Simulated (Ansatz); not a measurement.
Geometry optimisation, RKS r2SCAN-D4/def2-SVP (Ansatz).

input.yaml

```yaml
crystal:
  periodic: [false, false, false]
  atoms:
    - { symbol: Si, position_ang: [-0.0546, 1.4119, -0.8541] }
    - { symbol: "N", position_ang: [-0.6947, 0.0132, -0.207] }
    - { symbol: Si, position_ang: [0.525, -0.7744, 0.594] }
    - { symbol: S, position_ang: [-0.2992, -2.48, 1.4585] }
    - { symbol: H, position_ang: [0.9871, 1.1674, -1.8463] }
    - { symbol: H, position_ang: [-1.2388, 2.1204, -1.5558] }
    - { symbol: H, position_ang: [0.3754, 2.3414, 0.2367] }
    - { symbol: H, position_ang: [-1.3915, 0.2438, 0.4488] }
    - { symbol: H, position_ang: [1.0786, 0.0965, 1.7402] }
    - { symbol: H, position_ang: [1.6082, -1.2072, -0.318] }
    - { symbol: H, position_ang: [-0.8301, -2.9901, 0.3237] }
basis:
  gaussian: { orbitals: def2-SVP }
hamiltonian:
  xc: r2scan
  dispersion: d4
relax:
  f_tol: 0.02
  max_steps: 50
output:
  orbitals: {}
```

Command:

```bash
$ ansatz run input.yaml --threads 2 --pin off --max-ram 3072MiB --backend cpu --events-out ev --progress --plain --runs-dir out
```

Q: Where does it end, and by what steps?

A: The forces met the threshold. The force dipped under the threshold on the way, but the program's further checks kept it going. After 19 steps the energy has fallen by 0.903 eV; H7 moved furthest, 1.14 Å.

```csv
step,energy less start (eV),largest force component (eV/Å),accepted
0,0.0000,3.587,yes
1,-0.5967,1.486,yes
2,-0.7361,0.704,yes
3,-0.8095,0.333,yes
4,-0.8582,0.146,yes
5,-0.8499,0.385,no
6,-0.8734,0.068,yes
7,-0.8827,0.103,yes
8,-0.8876,0.236,yes
9,-0.8895,0.344,yes
10,-0.8938,0.244,yes
11,-0.9000,0.036,yes
12,-0.9014,0.042,yes
13,-0.9019,0.078,yes
14,-0.9024,0.070,yes
15,-0.9028,0.050,yes
16,-0.9031,0.039,yes
17,-0.9033,0.026,yes
18,-0.9033,0.019,yes
19,-0.9034,0.019,yes
```

```xyz
11
Properties=species:S:1:pos:R:3
Si -0.208 1.479 -0.996
N -0.290 0.517 0.460
Si 0.622 -0.891 0.907
S -0.529 -2.715 0.960
H 0.894 0.920 -1.830
H -1.488 1.428 -1.771
H 0.073 2.917 -0.697
H -1.039 0.764 1.107
H 1.125 -0.804 2.308
H 1.742 -0.982 -0.070
H -0.837 -2.691 -0.358
```

Whether the end is a true minimum wasn't checked by a vibrational analysis.

Run time: 34 s on 2 threads of Intel(R) Xeon(R) 6975P-C (Granite Rapids), with other jobs on the host, peak memory 0.18 GiB.
